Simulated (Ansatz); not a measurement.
The same path of H₃NOZn (6 atoms, charge 0, multiplicity 1) was run twice with different band settings. The coordinate that changes most is the height of N1 over the plane of its neighbours.

Computed with RKS B3LYP-D4/def2-SVP (Ansatz).

Relaxed end points:

```xyz
6
Properties=species:S:1:pos:R:3
N 1.218 0.775 0.143
Zn -0.183 -0.377 -0.049
O -1.340 -1.713 -0.248
H 1.326 1.463 -0.602
H 1.245 1.291 1.022
H -2.265 -1.438 -0.265
```

```xyz
6
Properties=species:S:1:pos:R:3
N 0.586 1.285 0.165
Zn -0.143 -0.373 -0.047
O -0.893 -1.973 -0.253
H 1.194 1.591 -0.595
H 1.113 1.419 1.029
H -1.858 -1.949 -0.299
```

Common settings: movable images 7; climbing image yes; optimiser quadratic models (default); start path IDPP; force threshold 0.03 eV/Å; end points relaxed.

| run | spring | iteration limit |
| --- | --- | --- |
| 1 | 5.0 eV/Å² | 39 |
| 2 | 20.0 eV/Å² | 48 |

Task: What does each run give, and how far can it be trusted?

Result: Run 1: converged after 5 iterations, highest image 0.036 eV above the first end. A vibrational analysis at the climbing image gives one clearly imaginary mode, 340i cm⁻¹: a first-order saddle point.
Run 2: converged after 4 iterations, highest image 0.036 eV above the first end. Another band between the same ends (7 images) ends at a top of the same energy, where a vibrational analysis finds 1 clearly imaginary mode.
